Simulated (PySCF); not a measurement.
BiI$_{3}$, charge -1, doublet, at a GFN2-xTB geometry (such geometries of metal compounds can be far from the true shape) (a state made from the parent by changing its charge; the spin is typed, not shown lowest) (core potentials on Bi, I); DF-SCAN/def2-TZVP in PySCF.

Input for PySCF:
```python
from pyscf import gto, scf, dft

mol = gto.Mole()
mol.atom = '''
    Bi   -0.00000000    0.00000000    0.00000000
    I     0.50849353   -2.92869248   -0.04117158
    I     2.28231209    1.90454909    0.03528025
    I    -2.79080562    1.02414339    0.00589133
'''
mol.basis = 'def2-tzvp'
mol.ecp = {'Bi': 'def2-tzvp', 'I': 'def2-tzvp'}
mol.charge = -1
mol.spin = 1
mol.verbose = 4
mol.build()

mf = dft.UKS(mol)
mf.xc = 'scan'
mf.grids.radi_method = dft.radi.mura_knowles
mf = mf.density_fit(auxbasis='def2-universal-jkfit')
mf.kernel()
```

Q: What does PySCF print? Leave out banner, timings and long lists.

A: 
```
PySCF version 2.14.0

[INPUT] verbose = 4
[INPUT] num. atoms = 4
[INPUT] num. electrons = 99
[INPUT] charge = -1
[INPUT] spin (= nelec alpha-beta = 2S) = 1
[INPUT] symmetry False subgroup None
[INPUT] Mole.unit = angstrom
[INPUT] Symbol           X                Y                Z      unit          X                Y                Z       unit  Magmom
[INPUT]  1 Bi     0.000000000000   0.000000000000   0.000000000000 AA    0.000000000000   0.000000000000   0.000000000000 Bohr   0.0
[INPUT]  2 I      0.508493530000  -2.928692480000  -0.041171580000 AA    0.960913507813  -5.534426690273  -0.077803010316 Bohr   0.0
[INPUT]  3 I      2.282312090000   1.904549090000   0.035280250000 AA    4.312944780884   3.599076170890   0.066670010106 Bohr   0.0
[INPUT]  4 I     -2.790805620000   1.024143390000   0.005891330000 AA   -5.273858288697   1.935350519384   0.011133000209 Bohr   0.0

nuclear repulsion = 499.75953247335
number of shells = 64
number of NR pGTOs = 376
number of NR cGTOs = 200
basis = def2-tzvp
ecp = {'Bi': 'def2-tzvp', 'I': 'def2-tzvp'}

******** <class 'pyscf.df.df_jk.DFUKS'> ********
method = DFUKS
initial guess = minao
damping factor = 0
level_shift factor = 0
DIIS = <class 'pyscf.scf.diis.CDIIS'>
diis_start_cycle = 1
diis_space = 8
diis_damp = 0
SCF conv_tol = 1e-09
SCF conv_tol_grad = None
SCF max_cycles = 50
direct_scf = False
number electrons alpha = 50  beta = 49
XC library pyscf.dft.libxc version 7.1.2
    S. Lehtola, C. Steigemann, M. J. T. Oliveira, and M. A. L. Marques,  SoftwareX 7, 1–5 (2018)
XC functionals = scan
    J. Sun, A. Ruzsinszky, and J. P. Perdew,  Phys. Rev. Lett. 115, 036402 (2015)
    J. Sun, A. Ruzsinszky, and J. P. Perdew,  Phys. Rev. Lett. 115, 036402 (2015)
radial grids: Mura-Knowles [JCP 104, 9848 (1996); DOI:10.1063/1.471749] log3 quadrature radial grids
becke partition: Becke, JCP 88, 2547 (1988); DOI:10.1063/1.454033
pruning grids: <function nwchem_prune>
grids dens level: 3
symmetrized grids: False
atomic radii adjust function: <function treutler_atomic_radii_adjust>
small_rho_cutoff = 0
Set gradient conv threshold to 3.16228e-05
tot grids = 77728
init E= -945.681477437285

cycle= 1 E= -1102.70075024273  delta_E= -157  |g|= 4.41  |ddm|= 24.7
cycle= 2 E= -1102.29370550735  delta_E= 0.407  |g|= 4.77  |ddm|= 12.3
cycle= 3 E= -1108.30678318786  delta_E= -6.01  |g|= 0.426  |ddm|=  6.8
cycle= 4 E= -1108.24469585555  delta_E= 0.0621  |g|= 0.584  |ddm|= 1.14
cycle= 5 E= -1108.3962206328  delta_E= -0.152  |g|= 0.121  |ddm|= 0.694
cycle= 6 E= -1108.40400287562  delta_E= -0.00778  |g|= 0.0358  |ddm|= 0.232
cycle= 7 E= -1108.40484794255  delta_E= -0.000845  |g|= 0.00611  |ddm|= 0.0808
cycle= 8 E= -1108.40487631442  delta_E= -2.84e-05  |g|= 0.000964  |ddm|= 0.0111
cycle= 9 E= -1108.40487695263  delta_E= -6.38e-07  |g|= 0.000209  |ddm|= 0.00182
cycle= 10 E= -1108.40487697688  delta_E= -2.42e-08  |g|= 0.000174  |ddm|= 0.00065
cycle= 11 E= -1108.40487699472  delta_E= -1.78e-08  |g|= 5.45e-05  |ddm|= 0.000355
cycle= 12 E= -1108.40487699734  delta_E= -2.62e-09  |g|= 9.92e-06  |ddm|= 0.000145
cycle= 13 E= -1108.40487699742  delta_E= -8.05e-11  |g|= 7.76e-06  |ddm|= 2.98e-05
Extra cycle  E= -1108.4048769974  delta_E= 2.43e-11  |g|= 1.2e-05  |ddm|= 1.89e-05
converged SCF energy = -1108.4048769974  <S^2> = 0.75401914  2S+1 = 2.0040151
```
